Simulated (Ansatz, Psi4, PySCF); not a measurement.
CH3Cl, charge +1, doublet, at a GFN2-xTB geometry (a state made from the parent by changing its charge; the spin is typed, not shown lowest), atoms displaced at random by about 0.08 Å a coordinate. Base run: PBE/STO-3G, gradient (PySCF).

PySCF was given this input:
```python
from pyscf import gto, scf, dft

mol = gto.Mole()
mol.atom = '''
    C    -0.190795    0.091869   -1.182449
    Cl   -0.012914   -0.000286    0.590474
    H    -0.088693    1.090683   -1.380735
    H     0.942501   -0.325891   -1.288214
    H    -1.002323   -0.355766   -1.608444
'''
mol.basis = 'sto-3g'
mol.charge = 1
mol.spin = 1
mol.verbose = 4
mol.build()

mf = dft.UKS(mol)
mf.xc = 'pbe'
mf.kernel()
g = mf.nuc_grad_method()
grad = g.kernel()
```

Programs used: Ansatz (an electronic-structure program), Psi4, PySCF; a row that names a program was run with it.

The coordinate followed is z of atom 1.

Variants of this job, named by their change:

```
change                                                  dE/dx (Eh/bohr)  net force (Eh/bohr)
------------------------------------------------------  ---------------  -------------------
base                                                          -0.039315             0.000013
grids.level = 5; grid_response = off                          -0.039316             0.000000
grids.level = 0; grid_response = off                          -0.036808             0.012762
finite difference step (bohr) = 1e-3; conv_tol = 1e-11        -0.039320                    -
density fitting = on                                          -0.039301             0.000013
grids.level = 1; grid_response = on                           -0.039266             0.000000
finite difference step (bohr) = 0.2; conv_tol = 1e-11         -0.032419                    -
finite difference step (bohr) = 1e-5; conv_tol = 1e-11        -0.039319                    -
finite difference step (bohr) = 1e-4; conv_tol = 1e-11        -0.039320                    -
code = ansatz                                                 -0.039315             0.000000
conv_tol = 1e-11                                              -0.039315             0.000013
code = psi4                                                   -0.039297             0.000009
```

The net force is zero for an exact gradient.

Open shells are given as the SCF converged; they aren't shown to be the lowest states, and a large step between rows can be another state.
